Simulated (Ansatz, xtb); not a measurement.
## Two isomers of C3H5ClN2Si

Structure I is `[SiH3]c1c[nH]nc1Cl`, a singlet and structure II is `[SiH3]n1nccc1Cl`, a singlet. Both are isolated molecules in the gas phase, relaxed with B3LYP-D3(BJ)/def2-SVP.

Energies in hartree; the thermal terms are from GFN2-xTB frequencies at re-optimised GFN2-xTB minima (ideal gas, soft modes damped towards free rotors, one conformer each, 298.15 K, 1 atm) and include the zero-point energy:

|  | I | II |
| --- | --- | --- |
| E, CCSD(T)/def2-SVP | −974.442004 | −974.451391 |
| E, MP2/def2-SVP | −974.357914 | −974.367612 |
| E, MP2/def2-TZVPP | −975.109836 | −975.121728 |
| zero-point energy | 0.073762 | 0.073881 |
| H(298 K) − E | 0.082430 | 0.082405 |
| G(298 K) − E | 0.040869 | 0.041281 |

**Question.** Correct the CCSD(T) difference for the basis set by the MP2 change, then work out ΔE, ΔE₀, ΔH and ΔG for I → II in kcal/mol (1 Eh = 627.51 kcal/mol) and the equilibrium ratio [II]/[I].

**Answer.** 1. Differences II − I: CCSD(T) −0.009387, MP2 in the small set −0.009698, MP2 in the large set −0.011892 Eh.
2. ΔE = −0.009387 + (−0.011892 − (−0.009698)) = −0.011581 Eh = −7.27 kcal/mol.
3. ΔE₀ = ΔE + ΔZPE = −0.011581 + (+0.000119) Eh = −7.19 kcal/mol.
4. ΔH = ΔE + (−0.000025) Eh = −7.28 kcal/mol.
5. ΔG = ΔE + (+0.000412) Eh = −7.01 kcal/mol, so ΔS = (ΔH − ΔG)/T = −3.8 J/(mol K).
6. kT = 0.9442 mEh, so K = [II]/[I] = exp(−ΔG/kT) = exp(+11.83) ≈ 1.4 × 10^5.

Structure II is favoured at this temperature. An error of 1 kcal/mol in ΔG would change K by a factor of 5.4. Mirror images and further conformers aren't counted.

As drawn, II has 1 N–Si, 1 C–H in place of 1 C–Si, 1 N–H.

Other levels gave ΔE = −21.0 (GFN2-xTB); −13.8 (HF/STO-3G, GFN2-xTB geometries); −3.6 (r2SCAN-D4/def2-SVP, GFN2-xTB geometries); −5.4 (B3LYP-D3(BJ)/def2-SVP); −6.0 (HF/def2-SVP); −6.1 (MP2/def2-SVP); −5.9 (CCSD(T)/def2-SVP) kcal/mol. The correlated steps freeze 15 core orbitals. Programs: Ansatz 0.2.0, xtb 6.7.1.
